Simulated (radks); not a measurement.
Values are calculated unless marked as measured or tabulated.
Orbital eigenvalues (eV) of neutral lithium, [He] 2s1, at several levels of relativity; Dirac values are averaged over j with weights 2j + 1. Spin-unpolarised spherical Kohn-Sham, BLYP, point nucleus unless stated (finite: rms radius 2.444 fm), a radial shooting solver on a logarithmic mesh with Libxc functionals. A level marked "c x" has the speed of light scaled by that factor.

\begin{tabular}{lrrrrr}
shell & non-rel. & scalar-rel. & Dirac, finite nucleus & Dirac, c x 2 & change of magnitude, last against first (%) \\ \hline
1s & -52.061 & -52.066 & -52.065 & -52.062 & 0.00 \\
2s & -2.7538 & -2.7541 & -2.7541 & -2.7539 & 0.00 \\
\end{tabular}
